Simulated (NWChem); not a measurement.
## Total energies of C2H2Cl

```xyz
5

C      1.6920    -0.3352     0.0000
C      0.4360    -0.7015     0.0000
Cl    -0.8935     0.4359     0.0000
H      2.3171     0.5543     0.0000
H      0.1032    -1.7442     0.0000
```
Charge 0, spin multiplicity 2.

All runs are NWChem calculations. Structure: optimised with UPBE0/def2-SVP, a minimum by its harmonic frequencies.

Basis set: def2-TZVP (111 functions).

```csv
method,total energy (Ha),relative cost
UHF,-536.34898,1
UMP2,-536.80281,under 3
UB2PLYP,-537.33958,under 3
UPBE,-537.25467,0.3
UB3LYP,-537.56267,under 3
UPBE0,-537.29651,0.3
```

Total energies of different functionals aren't comparable as a measure of quality: only differences taken within one method are. Relative cost: rough, from shared machines, SCF included, UHF = 1.

The correlated methods keep 7 core orbitals frozen. B3LYP has NWChem's definition, with VWN1-RPA local correlation. The structure started from a generated list of species. The unpaired electrons of the parent sit in orbitals of symmetry a' (Cs labels of the run); other states weren't searched. No SCF solution was tested for a lower state. Open-shell Hartree-Fock references start from PBE0 orbitals; any time given for them includes that run.
